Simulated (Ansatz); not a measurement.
BeBr2⁺ (the lowest doublet isomer of a short search), 3 atoms. Hardware: 4 threads of AMD EPYC 9B45 on a shared host.

The 6-31G sets use Cartesian d functions. Correlated methods freeze 18 core orbitals; core or outer-core shells of Br are correlated, in sets that lack core-valence functions. In CCSD on the charge 1 doublet the largest single amplitude is 0.35, so its Hartree–Fock determinant may place the open shell otherwise than the density functionals do.

Problem. How many basis functions does each of these Ansatz runs have, and roughly what does it cost? r2SCAN-D4/def2-TZVP, charge 0 triplet at the geometry of the charge 1 doublet, energy, from earlier orbitals; PBE-QIDH/def2-TZVP, charge 1 doublet, energy and forces, from earlier orbitals; CCSD(T)/def2-TZVPP, charge 1 doublet, energy, from earlier orbitals; HSE06-D4/def2-TZVP, charge 1 quartet, energy, from earlier orbitals; B3LYP-D4/def2-TZVP, charge 1 quartet, energy, from earlier orbitals; B3LYP-D4/6-31G, charge 1 doublet, energy; PBE0-D4/def2-TZVP, charge 0 singlet at the geometry of the charge 1 doublet, energy; PBE-D4/def2-TZVP, charge 0 triplet at the geometry of the charge 1 doublet, energy, from earlier orbitals; PBE0-D4/def2-TZVP, charge 0 triplet at the geometry of the charge 1 doublet, energy; PBE0-D4/def2-TZVP, charge 1 doublet, relaxation, 3 steps; PBE0-D4/def2-TZVP, charge 1 quartet, energy, from earlier orbitals; CCSD(T)/def2-TZVPP, charge 1 quartet, energy, from earlier orbitals.

Solution. Other jobs shared the machine, so times can vary by a factor of up to 3. A dash marks memory too small to be measured apart from the calling script's.

```json
{"run": "PBE0-D4/def2-TZVP, charge 0 singlet at the geometry of the charge 1 doublet, energy", "functions": "115", "fitting or Cholesky vectors": "967", "wall time": "0.4 s", "peak host memory (GiB)": "–"}
{"run": "B3LYP-D4/6-31G, charge 1 doublet, energy", "functions": "67", "fitting or Cholesky vectors": "643", "wall time": "1.2 s", "peak host memory (GiB)": "–"}
{"run": "B3LYP-D4/def2-TZVP, charge 1 quartet, energy, from earlier orbitals", "functions": "115", "fitting or Cholesky vectors": "801", "wall time": "1.5 s", "peak host memory (GiB)": "–"}
{"run": "HSE06-D4/def2-TZVP, charge 1 quartet, energy, from earlier orbitals", "functions": "115", "fitting or Cholesky vectors": "801", "wall time": "1.6 s", "peak host memory (GiB)": "–"}
{"run": "PBE-D4/def2-TZVP, charge 0 triplet at the geometry of the charge 1 doublet, energy, from earlier orbitals", "functions": "115", "fitting or Cholesky vectors": "893", "wall time": "1.6 s", "peak host memory (GiB)": "–"}
{"run": "PBE0-D4/def2-TZVP, charge 1 doublet, relaxation, 3 steps", "functions": "115", "fitting or Cholesky vectors": "856", "wall time": "1.9 s", "peak host memory (GiB)": "–"}
{"run": "PBE-QIDH/def2-TZVP, charge 1 doublet, energy and forces, from earlier orbitals", "functions": "115", "fitting or Cholesky vectors": "801", "wall time": "4.9 s", "peak host memory (GiB)": "–"}
{"run": "r2SCAN-D4/def2-TZVP, charge 0 triplet at the geometry of the charge 1 doublet, energy, from earlier orbitals", "functions": "115", "fitting or Cholesky vectors": "893", "wall time": "5.5 s", "peak host memory (GiB)": "–"}
{"run": "CCSD(T)/def2-TZVPP, charge 1 doublet, energy, from earlier orbitals", "functions": "115", "fitting or Cholesky vectors": "801", "wall time": "6 s", "peak host memory (GiB)": "0.85"}
{"run": "CCSD(T)/def2-TZVPP, charge 1 quartet, energy, from earlier orbitals", "functions": "115", "fitting or Cholesky vectors": "801", "wall time": "6.5 s", "peak host memory (GiB)": "0.84"}
{"run": "PBE0-D4/def2-TZVP, charge 0 triplet at the geometry of the charge 1 doublet, energy", "functions": "115", "fitting or Cholesky vectors": "801", "wall time": "8 s", "peak host memory (GiB)": "–"}
{"run": "PBE0-D4/def2-TZVP, charge 1 quartet, energy, from earlier orbitals", "functions": "115", "fitting or Cholesky vectors": "801", "wall time": "8 s", "peak host memory (GiB)": "–"}
```
